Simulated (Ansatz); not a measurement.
`N[SiH](O)[SiH2]F`, relaxed with RKS PBE0-D4/def2-TZVP in Ansatz 0.2.0 from a PBE-D4/def2-SVP geometry. The force threshold is 0.005 eV/Å; the program also tests the step.

Total charge 0; spin multiplicity 1.

Start:

```xyz
11

N    -1.051   -1.016    1.244
Si    0.008   -0.839   -0.120
O    -0.665   -0.761   -1.672
Si    1.038    1.279    0.004
F     0.460    1.991   -1.388
H    -1.460   -1.933    1.448
H    -1.713   -0.272    1.482
H     0.899   -2.044   -0.082
H    -0.659    0.155   -2.014
H     2.542    1.297   -0.062
H     0.603    2.144    1.159
```

**Question.** By how much does the energy fall, and how many steps does the optimiser take? (An estimate is asked.)

**Answer.** The calculation gave: 10.83 kJ/mol, in 21 steps.

**Question.** Which bonds change most? (Best estimate.)

**Answer.** Ansatz gave: Si4–F5 from 1.667 to 1.616 Å; Si2–O3 from 1.693 to 1.652 Å; N1–Si2 from 1.736 to 1.709 Å; O3–H9 from 0.978 to 0.958 Å.

**Question.** Give the relaxed structure. (Best estimate.)

**Answer.** Computed: 
```xyz
11

N    -0.992   -0.977    1.188
Si   -0.008   -0.807   -0.199
O    -0.727   -0.863   -1.685
Si    1.029    1.297    0.008
F     0.771    2.102   -1.369
H    -1.357   -1.874    1.468
H    -1.562   -0.223    1.535
H     0.909   -1.970   -0.186
H    -0.991   -0.034   -2.086
H     2.499    1.236    0.225
H     0.430    2.113    1.101
```
